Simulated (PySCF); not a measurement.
B3LYP on Li- (lithium, charge -1), [He] 2s2, closed-shell 1S. All numbers are calculated (PySCF 2.14, no relativity, point nucleus, in aug-cc-pVTZ with one added diffuse shell each of s, p, d, f type (6s5p4d3f, 62 functions)).

```
cycle= 1 E= -7.51224629978112  delta_E= -0.00126  |g|= 0.00667  |ddm|= 0.303
cycle= 2 E= -7.51233496574891  delta_E= -8.87e-05  |g|= 0.0069  |ddm|= 0.15
cycle= 3 E= -7.51258439158518  delta_E= -0.000249  |g|= 0.000383  |ddm|= 0.0525
cycle= 4 E= -7.5125859762433  delta_E= -1.58e-06  |g|= 0.0002  |ddm|= 0.0119
cycle= 5 E= -7.51258652553051  delta_E= -5.49e-07  |g|= 1.58e-05  |ddm|= 0.0109
cycle= 6 E= -7.51258653113664  delta_E= -5.61e-09  |g|= 2.92e-06  |ddm|= 0.00114
cycle= 7 E= -7.51258653161674  delta_E= -4.8e-10  |g|= 1.09e-06  |ddm|= 0.000369
converged SCF energy = -7.51258653161674  <S^2> = -4.8849813e-15  2S+1 = 1
```

Highest occupied orbital energy: 0.526 eV; ⟨L²⟩ = 0.00; populations by l: s 4.00, p 0.00, d 0.00, f 0.00.

Can this result be used?

With care. The calculation finished and met its thresholds. At B3LYP the highest occupied level has a positive energy, so only the finite basis holds that electron; in a semilocal or global hybrid functional this comes from self-interaction and does not mean that the real anion is unbound.
